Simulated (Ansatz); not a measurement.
Cost and result for the atomization energy of `C[N](C)[InH][SH]` (13 atoms, 12 bonds).

Z-matrix (Å, degrees):
```
C
N 1 1.436
H 1 1.101 2 111.8
H 1 1.092 2 111.4 3 120.1
H 1 1.101 2 111.8 3 -119.9
C 2 1.439 1 112.7 3 60.0
In 2 2.011 1 125.2 3 -120.1
H 6 1.093 2 111.2 1 -180.0
H 6 1.101 2 111.8 1 59.9
H 6 1.101 2 111.7 1 -59.9
S 7 2.385 2 115.9 1 0.1
H 7 1.704 2 121.0 1 -180.0
H 11 1.343 7 94.5 2 -0.0
```

The species carries charge 0 and has multiplicity 1. Correlated methods include outer-core shells of In, which these sets cover unevenly. In: def2 effective core potential. The structure was optimised at the PBE0-D4/def2-TZVP level. It is one conformer, not always the lowest. Program: Ansatz. All runs use 2 threads of an AMD EPYC 7R13 on a shared host and a share of an NVIDIA H100 80 GB. Times are those of one run each, without the atoms' runs, and a repeat can differ threefold. Electronic energies, without spin–orbit coupling; frozen cores. CCSD(T)/CBS adds CCSD(T) − MP2 in def2-TZVPP to the MP2 limit, and its time is that of the two runs behind it. T1 = 0.015. With those shells the extrapolation isn't a true limit. B3LYP takes the VWN-RPA correlation (the form of Gaussian; ORCA's B3LYP/G).

CCSD(T)/CBS is a level of theory with its own doubt, some kJ/mol a heavy atom from the limit and from the frozen cores, so smaller differences don't rank the functionals.

```json
{"level": "PBE0-D4/def2-TZVPP", "functions": "297", "wall time": "3.8 s"}
{"level": "PBE-D4/def2-TZVPP (with forces)", "functions": "297", "wall time": "3.9 s"}
{"level": "r2SCAN-D4/def2-TZVPP (with forces)", "functions": "297", "wall time": "4.8 s"}
{"level": "ωB97X-V/def2-TZVPP", "functions": "297", "wall time": "5.5 s"}
{"level": "B2PLYP/def2-TZVPP", "functions": "297", "wall time": "6.5 s"}
{"level": "B3LYP-D4/def2-TZVPP (with forces)", "functions": "297", "wall time": "7.5 s"}
{"level": "CCSD(T)/def2-TZVPP", "functions": "297", "wall time": "8 s"}
{"level": "MP2/def2-QZVPP", "functions": "563", "wall time": "9.6 s"}
{"level": "ωB97M-V/def2-TZVPP (with forces)", "functions": "297", "wall time": "10 s"}
{"level": "CCSD(T)/CBS(def2)", "functions": "–", "wall time": "18 s"}
```

What atomization energy does each give, and how far from CCSD(T)/CBS? (Estimate.)

Computed: 
| level | atomization (kcal/mol) | difference from CCSD(T)/CBS | per bond |
| --- | --- | --- | --- |
| PBE0-D4/def2-TZVPP | 1029.4 | -2.1 | -0.2 |
| PBE-D4/def2-TZVPP (with forces) | 1045.3 | 13.8 | 1.2 |
| r2SCAN-D4/def2-TZVPP (with forces) | 1028.3 | -3.2 | -0.3 |
| ωB97X-V/def2-TZVPP | 1034.8 | 3.3 | 0.3 |
| B2PLYP/def2-TZVPP | 1013.8 | -17.7 | -1.5 |
| B3LYP-D4/def2-TZVPP (with forces) | 1026.6 | -4.9 | -0.4 |
| CCSD(T)/def2-TZVPP | 1003.1 | -28.4 | -2.4 |
| MP2/def2-QZVPP | 1025.7 | -5.8 | -0.5 |
| ωB97M-V/def2-TZVPP (with forces) | 1033.0 | 1.5 | 0.1 |
| CCSD(T)/CBS(def2) | 1031.5 | 0.0 | 0.0 |

In def2-TZVPP, CCSD(T) changes the Hartree–Fock value by +274.4 kcal/mol (the triples alone add +16.0 kcal/mol) and MP2 by +280.2 kcal/mol; breaking electron pairs costs correlation energy, which Hartree–Fock lacks. From PBE to PBE0 (25 % exact exchange), in def2-TZVPP and without D4, the atomization energy moves by −14.9 kcal/mol: exact exchange takes away binding that semilocal exchange gives to molecules. The D4 term adds +11.1 kcal/mol with B3LYP and +5.9 kcal/mol with PBE0; it sums over pairs of atoms, weighted by their polarisabilities, and B3LYP, whose exchange is more repulsive, gets the larger term.

Spin–orbit coupling would lower the free In atoms strongly, and the atomization energy with them, by more than many differences here.
